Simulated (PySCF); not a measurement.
C4H10OSi, SMILES CCC(=C)[SiH2]O. Geometry optimised at PBE-D3(BJ)/def2-SVP. This is a generated structure with no PubChem entry under its InChIKey; it may be hypothetical. The values are those of a single conformer.

Problem. Give the equilibrium geometry at PBE-D3(BJ)/def2-SVP (PySCF confirms it by a frequency run) as bond lengths and angles. (Estimate from the structure and the level; the computed values follow.)

Solution. Several could match; the one computed here: 
Atoms: C1 C2 C3 C4 Si5 O6 H7 H8 H9 H10 H11 H12 H13 H14 H15 H16. Bonded distances (Å): C1–C2 1.351, C1–H7 1.104, C1–H8 1.103, C2–C3 1.515, C2–Si5 1.888, C3–C4 1.528, C3–H9 1.115, C3–H10 1.115, C4–H11 1.108, C4–H12 1.109, C4–H13 1.109, Si5–O6 1.687, Si5–H14 1.513, Si5–H15 1.501, O6–H16 0.973. Bond angles (°): C2–C1–H7 122.8, C2–C1–H8 120.7, H7–C1–H8 116.5, C1–C2–C3 124.3, C1–C2–Si5 117.9, C3–C2–Si5 117.8, C2–C3–C4 116.5, C2–C3–H9 108.2, C2–C3–H10 108.2, C4–C3–H9 109.7, C4–C3–H10 109.5, H9–C3–H10 104.0, C3–C4–H11 110.9, C3–C4–H12 111.5, C3–C4–H13 111.5, H11–C4–H12 107.6, H11–C4–H13 107.6, H12–C4–H13 107.5, C2–Si5–O6 111.6, C2–Si5–H14 108.4, C2–Si5–H15 111.3, O6–Si5–H14 111.7, O6–Si5–H15 105.2, H14–Si5–H15 108.5, Si5–O6–H16 114.2.
